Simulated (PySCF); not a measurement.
# `FB(F)[C@@H]1[SiH2]C[C@@H]1F`, C3H6BF3Si

Molfile (atoms numbered from 1):
```
C3H6BF3Si
     RDKit          3D

 14 14  0  0  0  0  0  0  0  0999 V2000
    2.7106   -1.4923   -0.1095 F   0  0  0  0  0  0  0  0  0  0  0  0
    1.7907   -0.5729   -0.3650 B   0  0  0  0  0  0  0  0  0  0  0  0
    1.9133   -0.0250   -1.5591 F   0  0  0  0  0  0  0  0  0  0  0  0
    0.6029   -0.3191    0.6010 C   0  0  2  0  0  0  0  0  0  0  0  0
   -1.0253   -1.0810   -0.1405 Si  0  0  0  0  0  4  0  0  0  0  0  0
   -1.2459    0.7988   -0.3835 C   0  0  0  0  0  0  0  0  0  0  0  0
   -0.0659    1.0675    0.5593 C   0  0  2  0  0  0  0  0  0  0  0  0
    0.7626    2.0710    0.1086 F   0  0  0  0  0  0  0  0  0  0  0  0
    0.8486   -0.6404    1.6111 H   0  0  0  0  0  0  0  0  0  0  0  0
   -0.9206   -1.9258   -1.3247 H   0  0  0  0  0  0  0  0  0  0  0  0
   -1.8325   -1.6863    0.9193 H   0  0  0  0  0  0  0  0  0  0  0  0
   -0.9795    1.1200   -1.3898 H   0  0  0  0  0  0  0  0  0  0  0  0
   -2.1687    1.3007   -0.1049 H   0  0  0  0  0  0  0  0  0  0  0  0
   -0.3909    1.3843    1.5553 H   0  0  0  0  0  0  0  0  0  0  0  0
  1  2  1  0
  2  3  1  0
  2  4  1  0
  4  5  1  0
  5  6  1  0
  6  7  1  0
  7  8  1  0
  7  4  1  0
  4  9  1  1
  5 10  1  0
  5 11  1  0
  6 12  1  0
  6 13  1  0
  7 14  1  1
M  END
```

Method used: TDDFT B3LYP/def2-SVPD circular dichroism and optical rotation, one conformer, gas phase in PySCF. Geometry: GFN2-xTB.

The molecule is flexible and this is one conformer; a measurement averages over conformers. States above about 8.4 eV (minus the energy of the highest occupied orbital) lie near or above the ionisation threshold and depend on the basis.

Task: Assign R or S to each stereocentre.

Result: C4 S, C7 S.

Task: Which excitations and rotatory strengths does the calculation give?

Result: Rotatory strengths R in 10⁻⁴⁰ esu² cm², velocity form and length form (origin at the centre of mass); f in length form.
```csv
state,E (eV),λ (nm),f,R (velocity),R (length),main
1,7.00,177,0.040,+50.5,+48.9,"HOMO→LUMO 0.50, HOMO−1→LUMO 0.45"
2,7.07,175,0.101,-66.7,-65.3,"HOMO−1→LUMO 0.51, HOMO→LUMO 0.44"
3,7.40,168,0.034,-58.1,-58.7,HOMO→LUMO+1 0.88
4,7.49,166,0.047,-37.4,-36.7,HOMO→LUMO+2 0.92
5,7.61,163,0.043,+40.6,+39.6,HOMO−1→LUMO+1 0.88
6,7.75,160,0.007,+0.4,+0.9,"HOMO−1→LUMO+2 0.51, HOMO−2→LUMO 0.44"
7,7.79,159,0.008,-26.5,-26.4,"HOMO→LUMO+3 0.46, HOMO−1→LUMO+2 0.23"
8,7.83,158,0.035,+79.2,+78.5,"HOMO→LUMO+3 0.33, HOMO−2→LUMO 0.27"
9,7.97,156,0.006,-23.9,-23.4,"HOMO−3→LUMO 0.77, HOMO→LUMO+3 0.13"
10,8.09,153,0.020,+5.8,+5.9,HOMO−1→LUMO+3 0.82
11,8.19,151,0.032,+6.3,+6.3,HOMO−2→LUMO+1 0.82
12,8.28,150,0.007,+24.0,+23.2,HOMO→LUMO+4 0.83
13,8.40,148,0.006,-4.9,-5.0,HOMO−2→LUMO+2 0.86
14,8.52,146,0.070,-36.6,-35.3,"HOMO−3→LUMO+1 0.64, HOMO→LUMO+5 0.18"
15,8.54,145,0.031,+4.8,+4.9,"HOMO→LUMO+5 0.71, HOMO−3→LUMO+1 0.15"
16,8.56,145,0.030,-10.6,-10.3,HOMO−1→LUMO+4 0.88
```

Among the states computed, the strongest CD band (largest |R|) is state 8. The largest dissymmetry factor in size, g = 4R/(D+G), with D and G the electric and magnetic dipole strengths, is -0.048 for state 9 (velocity form, f = 0.006), among bands with |R| over 0.5. The mirror image has the same energies and oscillator strengths and all R with the opposite sign.
